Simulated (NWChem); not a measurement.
System: C$_{3}$H$_{4}$F$_{2}$Si; SMILES FC1=C[C@H](F)[SiH2]1

The following NWChem deck was run.

```
start job
memory heap 200 mb stack 900 mb global 1100 mb
geometry units angstroms noautoz
  F     -0.474555     2.362623     0.180837
  C     -0.229567     1.078069     0.016641
  C     -1.121332     0.108379    -0.264042
  C     -0.297316    -1.138518    -0.453518
  F     -0.619000    -2.146026     0.431278
  Si     1.250698    -0.073836    -0.010552
  H     -2.211207     0.185111    -0.361054
  H     -0.356928    -1.552640    -1.474964
  H      1.887723    -0.387700     1.299858
  H      2.307657     0.161527    -1.040614
end
basis spherical
  F library def2-svp
  C library def2-svp
  Si library def2-svp
  H library def2-svp
end
dft
  xc xpbe96 cpbe96
  iterations 150
  mulliken
end
task dft energy
```

NWChem printed, in part:

```
             Northwest Computational Chemistry Package (NWChem) 7.3.0
             --------------------------------------------------------

 C1  symmetry detected

                             Geometry "geometry" -> ""
                             -------------------------

 Output coordinates in angstroms (scale by  1.889725989 to convert to a.u.)

  No.       Tag          Charge          X              Y              Z
 ---- ---------------- ---------- -------------- -------------- --------------
    1 F                    9.0000    -0.47870414     2.36541955     0.20566933
    2 C                    6.0000    -0.22508131     1.08376352     0.03219974
    3 C                    6.0000    -1.10922093     0.11135537    -0.26283580
    4 C                    6.0000    -0.27664256    -1.12906839    -0.45730382
    5 F                    9.0000    -0.59841267    -2.14597270     0.41664501
    6 Si                  14.0000     1.26206138    -0.05925539     0.00530218
    7 H                    1.0000    -2.19884348     0.18258917    -0.36663890
    8 H                    1.0000    -0.32689183    -1.53475976    -1.48262917
    9 H                    1.0000     1.89200676    -0.38063637     1.31731167
   10 H                    1.0000     2.32458930     0.19105777    -1.01546397

 Effective nuclear repulsion energy (a.u.)     283.9157862301

  pbe96 is a nonlocal functional; adding pw91lda local functional.

                                 NWChem DFT Module
                                 -----------------

 Summary of "ao basis" -> "ao basis" (spherical)
 ------------------------------------------------------------------------------
       Tag                 Description            Shells   Functions and Types
 ---------------- ------------------------------  ------  ---------------------
 F                          def2-svp                 6       14   3s2p1d
 C                          def2-svp                 6       14   3s2p1d
 Si                         def2-svp                 8       18   4s3p1d
 H                          def2-svp                 3        5   2s1p

            General Information
            -------------------
          SCF calculation type: DFT
          Wavefunction type:  closed shell.
          No. of atoms     :    10
          No. of electrons :    54
           Alpha electrons :    27
            Beta electrons :    27
          Charge           :     0
          Spin multiplicity:     1
          Use of symmetry is: off; symmetry adaption is: off
          Maximum number of iterations: 150
          AO basis - number of functions:   108
                     number of shells:    50
          Convergence on energy requested:  1.00D-06
          Convergence on density requested:  1.00D-05
          Convergence on gradient requested:  5.00D-04

              XC Information
              --------------
          PerdewBurkeErnzerhof Exchange Functional  1.000
            Perdew 1991 LDA Correlation Functional  1.000 local
           PerdewBurkeErnz. Correlation Functional  1.000 non-local

             Grid Information
             ----------------
          Grid used for XC integration:  medium
          Radial quadrature: Mura-Knowles
          Angular quadrature: Lebedev.
          Tag              B.-S. Rad. Rad. Pts. Rad. Cut. Ang. Pts.
          ---              ---------- --------- --------- ---------
          F                   0.50       49          11.0       434
          C                   0.70       49          10.0       434
          Si                  1.10       88          10.0       590
          H                   0.35       45          12.0       434
          Grid pruning is: on
          Number of quadrature shells:   513
          Spatial weights used:  Erf1

      Superposition of Atomic Density Guess
      -------------------------------------

 Sum of atomic energies:        -602.19511469

      Non-variational initial energy
      ------------------------------

 Total energy =    -604.936724
 1-e energy   =   -1397.015203
 2-e energy   =     508.162693
 HOMO         =      -0.293351
 LUMO         =       0.021387

     ---------------------------------------------
      Total Density - Mulliken Population Analysis
     ---------------------------------------------

    Atom       Charge   Shell Charges
 -----------   ------   -------------------------------------------------------
    1 F    9     9.34   1.99  1.14  0.76  3.42  2.02  0.01
    2 C    6     5.67   1.99  0.96  0.31  1.65  0.68  0.07
    3 C    6     6.28   1.99  0.99  0.33  2.01  0.92  0.04
    4 C    6     5.81   1.99  0.93  0.29  1.72  0.81  0.06
    5 F    9     9.45   1.99  1.14  0.78  3.46  2.07  0.00
    6 Si  14    13.47   2.00  1.99  1.02  0.27  5.94  1.12  0.96  0.17
    7 H    1     0.91   0.67  0.22  0.02
    8 H    1     0.92   0.69  0.21  0.02
    9 H    1     1.07   0.70  0.37  0.01
   10 H    1     1.08   0.70  0.37  0.01

   convergence    iter        energy       DeltaE   RMS-Dens  Diis-err
 ---------------- ----- ----------------- --------- --------- ---------
 d= 0,ls=0.0,diis     1   -604.9145982308 -8.89D+02  1.77D-02  9.18D-01
 d= 0,ls=0.0,diis     2   -604.7610727498  1.54D-01  1.09D-02  2.66D+00
 d= 0,ls=0.0,diis     3   -605.0113033618 -2.50D-01  2.31D-03  7.34D-02
 d= 0,ls=0.0,diis     4   -605.0167876989 -5.48D-03  1.23D-03  1.11D-02
 d= 0,ls=0.0,diis     5   -605.0174879037 -7.00D-04  6.02D-04  5.42D-03
  Resetting Diis
 d= 0,ls=0.0,diis     6   -605.0181541640 -6.66D-04  1.38D-04  3.08D-04
 d= 0,ls=0.0,diis     7   -605.0181951173 -4.10D-05  5.19D-05  7.30D-06
 d= 0,ls=0.0,diis     8   -605.0181935056  1.61D-06  3.37D-05  2.11D-05
 d= 0,ls=0.0,diis     9   -605.0181959468 -2.44D-06  9.14D-06  7.28D-07
 d= 0,ls=0.0,diis    10   -605.0181960302 -8.34D-08  2.76D-06  1.34D-07

[...]
```

Level: PBE/def2-SVP. Structure relaxed at the PBE0/def2-SVP level.
